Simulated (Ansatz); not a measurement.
Energy needed to pull apart GeH2 (SMILES [GeH2]), singlet, into free ground-state atoms, from the structure below (at a frame of a short PBE0-D4/def2-SVP trajectory); no zero-point or spin–orbit terms; open-shell atoms are treated unrestricted, in their ground-state multiplicity.

Ge1  (-0.594, 0.423, -0.275)
H2  (0.742, 0.749, 0.487)
H3  (-0.227, -1.143, -0.252)
(Å)

Ansatz 0.2.0; basis: def2-TZVPP; cores frozen in the correlated methods. Filled d shells of the heavier atoms are correlated. The def2 sets are not built for correlating such inner shells, so the correlated values are less sure here.

```csv
method,atomization energy (kJ/mol)
PBE-D4,583
r2SCAN-D4,?
PBE0-D4,?
wB97M-V,594
HF,408
MP2,558
CCSD,583
CCSD(T),588
```

Problem. What does PBE0-D4 give? (Judge from chemistry; the value comes from the calculation.)

Solution. The calculation gives: 576 kJ/mol, which is about 12 kJ/mol less than CCSD(T)/def2-TZVPP.

Problem. What does r2SCAN-D4 give? (An estimate is asked for; the value comes from the calculation.)

Solution. Computed: 586 kJ/mol, which is about 1 kJ/mol less than CCSD(T)/def2-TZVPP.

In triple zeta the MP2 and coupled-cluster atomization energies are still short of their basis limit by a few kcal/mol a bond, whereas those of the functionals are nearly converged, so these differences are not deviations from converged CCSD(T).

No T1 diagnostic of these runs exceeds 0.012. The restricted Hartree–Fock reference is unstable towards an unrestricted one here.

For scale, one of the runs: CCSD(T)/def2-TZVPP forces, 76 basis functions, launched by `ansatz run in.yaml --threads 2 --pin off --events-out ev --progress --plain --max-ram 3481MiB`. Hardware: 2 CPU threads of an Arm Neoverse V2, shared host. Wall time about 3.8 s.
